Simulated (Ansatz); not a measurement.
Reaction (formal exchange of groups at a C–C bond): `OCC(F)[SiH3]` + `O[SiH2][SiH3]` → `OC[SiH2][SiH2]O` + `FC[SiH3]`

Isolated molecules relaxed with PBE0-D4/def2-TZVP in Ansatz; ΔE leaves out vibrations. CCSD(T)/CBS adds triple-zeta CCSD(T) − MP2 to the extrapolated MP2 energy (def2 sets, frozen cores). Functionals use def2-TZVPP. B3LYP here is the variant with VWN-RPA as its local correlation; programs differ in this. Each species was taken in one conformer, which may not be the lowest.

(1) Is it downhill or uphill in electronic energy at CCSD(T)/CBS, and by how much? (An estimate is asked.)

(2) What do these levels give: PBE-D4, B3LYP-D4, B2PLYP, r2SCAN, PBE0, B3LYP, SCS-MP2/def2-TZVPP, CCSD/def2-TZVPP, CCSD(T)/def2-TZVPP, HF/def2-QZVPP, MP2/def2-QZVPP, HF/CBS(def2)? (Best estimate.)

Largest T1 diagnostic among the species: 0.012.

Answers

(1) Ansatz gave: Uphill: ΔE = +0.09 eV.

(2) Ansatz gave: PBE-D4 0.08, B3LYP-D4 0.08, B2PLYP 0.08, r2SCAN 0.11, PBE0 0.08, B3LYP 0.06, SCS-MP2/def2-TZVPP 0.10, CCSD/def2-TZVPP 0.11, CCSD(T)/def2-TZVPP 0.12, HF/def2-QZVPP 0.09, MP2/def2-QZVPP 0.08, HF/CBS(def2) 0.09 eV.
